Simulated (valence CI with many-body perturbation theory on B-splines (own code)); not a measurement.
# Sensitivity of CI+MBPT for Xe³¹⁺

Computed by configuration interaction combined with many-body perturbation theory (CI+MBPT): five valence electrons over a frozen Dirac-Fock core [Ar], radial functions for each j: 6 s, 6 p, 5 d, 5 f, 1 g, with the one-electron correlation potential Σ1, the two-electron term Σ2, the three-electron term Σ3, Breit, model QED; selected CI, second order for the rest, scaled by the run's own slope (own B-spline code, finite nucleus).

No measured spectrum was set against this ion. As an estimate, large intervals hold to a few tenths of a per cent, small ones and those within an open d or f shell to about a per cent. Among the levels kept, up to 600 cm⁻¹ of a level comes from second order outside the variational space, and about a tenth of that is noise between levels of different J, which matters for small intervals. Only levels of the ground parity were solved; by the run's estimate the other parity begins above the list, which can be wrong where configurations are misplaced.

The reference run has the lowest level (3d3/2^4 3d5/2) J=5/2 and an ionisation energy of 1918.51 eV. Its largest variational space holds 9939 state functions.

Levels are named by their leading jj configuration (3d3/2^4 stands for four electrons in 3d with j = 3/2), which in mixed levels can hold well under half, so a name can repeat and another be missing. Letters in brackets count levels of one name in rising energy.

Changed runs:
A. screening of Σ1 on → off
B. three-electron term on → off
C. core polarisation of operators on → off
D. Davidson iteration limit 60 → 2 (bad on purpose)

Excitation energies of the reference run in cm⁻¹, and shifts in cm⁻¹:

| Level | Reference | A | B | C | D |
| --- | --- | --- | --- | --- | --- |
| (3d3/2^3 3d5/2^2) J=5/2 [a] | 92680 | +20 | +602 | 0 | +0.8 |
| (3d3/2^3 3d5/2^2) J=7/2 [a] | 150149 | +50 | +543 | 0 | +0.7 |
| (3d3/2^3 3d5/2^2) J=3/2 [a] | 155140 | +52 | +896 | 0 | -0.4 |
| (3d3/2^3 3d5/2^2) J=11/2 | 158434 | +55 | +1150 | 0 | -0.7 |
| (3d3/2^3 3d5/2^2) J=9/2 | 175167 | +67 | +559 | 0 | +0.1 |
| (3d3/2^3 3d5/2^2) J=5/2 [b] | 178283 | +81 | +403 | 0 | +0.7 |
| (3d3/2^3 3d5/2^2) J=1/2 | 188411 | +76 | +664 | 0 | -1.7 |
| (3d3/2^3 3d5/2^2) J=7/2 [b] | 218995 | +73 | +975 | 0 | +0.9 |
| (3d3/2^2 3d5/2^3) J=5/2 [a] | 230964 | +106 | +128 | 0 | +1.1 |
| (3d3/2^2 3d5/2^3) J=7/2 [a] | 254713 | +124 | +916 | 0 | +0.8 |
| (3d3/2^2 3d5/2^3) J=11/2 | 259288 | +135 | +1284 | 0 | -0.7 |
| (3d3/2^3 3d5/2^2) J=3/2 [b] | 262488 | +100 | +233 | 0 | 0 |
| Ionisation energy (eV) | 1918.51 | -0.07 | -0.10 | 0 | -0.00022 |

No effect on these energies: C.

Run D: The Davidson iterations stopped at their limit.
